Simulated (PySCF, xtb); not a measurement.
C2H5Se2, SMILES [CH2][Se][Se]C, multiplicity 2.

Coordinates come from a r2SCAN-D4/def2-SVP optimisation. The isomer is the one that the SMILES or the coordinates give; other isomers of the formula were not compared. Other conformers were not sampled.

Calculation: PySCF with C-PCM-B3LYP/def2-SVP.

The values are the electrostatic part of the solvation free energy, E(continuum) − E(gas) at the gas-phase geometry, in a cavity of scaled van der Waals radii (PySCF's table); cavitation and dispersion terms are not included. The dipole moment in vacuum is 1.31 D.

Question: Estimate the values in water (ε = 78.36), ethanol (ε = 24.85), tetrahydrofuran (ε = 7.43). (Estimate from the structure and the level; the computed values follow.)

Answer: 
```json
[
 {"solvent": "water", "ε": "78.36", "ΔG(elec) (kcal/mol)": "-2.6", "dipole (D)": "1.80"},
 {"solvent": "ethanol", "ε": "24.85", "ΔG(elec) (kcal/mol)": "-2.5", "dipole (D)": "1.78"},
 {"solvent": "tetrahydrofuran", "ε": "7.43", "ΔG(elec) (kcal/mol)": "-2.2", "dipole (D)": "1.72"}
]
```

For comparison, GFN2-xTB/ALPB(water) (xtb, at the GFN2-xTB geometry, all terms of that model) gives -0.9 kcal/mol.
